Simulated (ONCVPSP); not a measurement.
**Configuration tests for N (ONCV)**

nitrogen (N), optimised norm-conserving Vanderbilt (ONCV), made with ONCVPSP 4.0.1 (LDA (Perdew-Zunger), scalar-relativistic). Core [He], reference 2s2 2p3. Waves: 2s: rc 0.70 bohr, ncon 4, nbas 7, qcut 9.3 1/bohr, 1 projector; 2p: rc 1.20 bohr, ncon 5, nbas 9, qcut 8.4 1/bohr, 2 projectors, debl 1.6 Ha. Local part: polynomial inside 0.62 bohr (lpopt 5, dvloc0 2 Ha). Core correction: Teter function, fcfact 4.75, rcfact 1.7.

Energies are relative to the spin-unpolarised reference configuration 2s2 2p3; without spin polarisation the order of configurations can differ from experiment.

```json
{"valence configuration": "2s2 2p2", "charge": "+1", "ΔE all-electron (eV)": "13.732", "error AE − PS (meV)": "+3.7"}
{"valence configuration": "2s2 2p0", "charge": "+3", "ΔE all-electron (eV)": "89.866", "error AE − PS (meV)": "+136"}
```

Question: What are ΔE and the potential's error for 2s1 2p4?

Answer: ΔE = 11.204 eV all-electron; the error (AE − PS) is +8.6 meV.

Question: What are ΔE and the potential's error for 2s2 2p1?

Answer: ΔE = 42.702 eV all-electron; the error (AE − PS) is +34 meV.

Levels in the configuration 2s2 2p1:

```
level  all-electron (eV)  pseudo (eV)
   2s            -48.893      -48.878
   2p            -37.616      -37.558
```
